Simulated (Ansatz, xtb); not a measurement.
**Two isomers of C4H6BF**

Structure I is `B/C=C(/F)C=C`, a singlet and structure II is `B/C=C\C(=C)F`, a singlet. Both are isolated molecules in the gas phase, relaxed with PBE0-D3(BJ)/def2-SVP; the shapes shown needn't be the lowest conformers.

I (Å):

```yaml
atoms:
  - { symbol: C, position_ang: [2.0272, -0.2128, 0.3445] }
  - { symbol: C, position_ang: [0.9163, -0.4323, -0.4052] }
  - { symbol: C, position_ang: [-0.4303, 0.0618, -0.1766] }
  - { symbol: C, position_ang: [-1.4579, -0.2259, -0.9865] }
  - { symbol: B, position_ang: [2.0633, 0.6280, 1.6160] }
  - { symbol: F, position_ang: [1.0245, -1.1894, -1.4938] }
  - { symbol: H, position_ang: [1.0724, 1.1718, 2.0475] }
  - { symbol: H, position_ang: [3.1012, 0.7644, 2.2205] }
  - { symbol: H, position_ang: [2.9306, -0.6996, -0.0386] }
  - { symbol: H, position_ang: [-0.5605, 0.6897, 0.7059] }
  - { symbol: H, position_ang: [-2.4584, 0.1624, -0.7845] }
  - { symbol: H, position_ang: [-1.3240, -0.8556, -1.8691] }
```

II (Å):

```tsv
atom	x (Å)	y (Å)	z (Å)
C	0.2324	1.5898	-0.6834
C	0.2805	0.5249	-1.5048
C	-0.8794	0.3164	-2.3420
C	-1.1896	-0.6018	-3.2540
B	-1.0549	2.4788	-0.7196
F	-1.8046	1.3116	-2.0839
H	-1.0476	3.5174	-1.3430
H	-1.9024	2.3395	0.1346
H	1.0794	1.8032	-0.0230
H	1.1139	-0.1770	-1.5824
H	-2.1423	-0.5734	-3.7825
H	-0.4750	-1.3947	-3.4730
```

Question: Which of the two would you expect CCSD(T)/def2-SVP + ΔMP2/def2-TZVPP electronic energies to favour?

Answer: Structure I; the calculation gives E(II) − E(I) = +0.249 eV.

How the difference moves with the method:

| level | geometry | E(II) − E(I) (eV) | departure from the last row (eV) | job, with rough time for the two |
| --- | --- | --- | --- | --- |
| GFN2-xTB | GFN2-xTB | +0.052 | −0.197 | optimisation, 0.67 s |
| HF/STO-3G | GFN2-xTB | −0.511 | −0.760 | single point, 1.2 s |
| r2SCAN-D4/def2-SVP | GFN2-xTB | +0.216 | −0.034 | single point, 8.7 s |
| PBE0-D3(BJ)/def2-SVP | PBE0-D3(BJ)/def2-SVP | +0.229 | −0.020 | optimisation, 94 s |
| HF/def2-SVP | PBE0-D3(BJ)/def2-SVP | +0.387 | +0.138 | part of the CCSD(T) run |
| MP2/def2-SVP | PBE0-D3(BJ)/def2-SVP | +0.263 | +0.014 | part of the CCSD(T) run |
| CCSD(T)/def2-SVP | PBE0-D3(BJ)/def2-SVP | +0.238 | −0.011 | single point |
| CCSD(T)/def2-SVP + ΔMP2/def2-TZVPP | PBE0-D3(BJ)/def2-SVP | +0.249 |  | single point, 1.8 min |

As drawn, both hold the same kinds of bond in the same numbers.

HF/STO-3G puts the two in the other order. The largest departure from CCSD(T)/def2-SVP + ΔMP2/def2-TZVPP is that of HF/STO-3G, 0.760 eV. The last row adds to CCSD(T) the change of the MP2 difference between the two basis sets, here +0.011 eV.

With thermal terms from frequencies at re-optimised GFN2-xTB minima (ideal gas, soft modes damped towards free rotors, one conformer each, 298.15 K, 1 atm): on the last row, ΔE + ΔZPE = +0.262, ΔH = +0.243, ΔG = +0.293 eV.

The correlated steps freeze 6 core orbitals. Codes used: Ansatz 0.2.0, xtb 6.7.1; the last row on 2 threads of AMD EPYC (Zen 3) on a shared host.
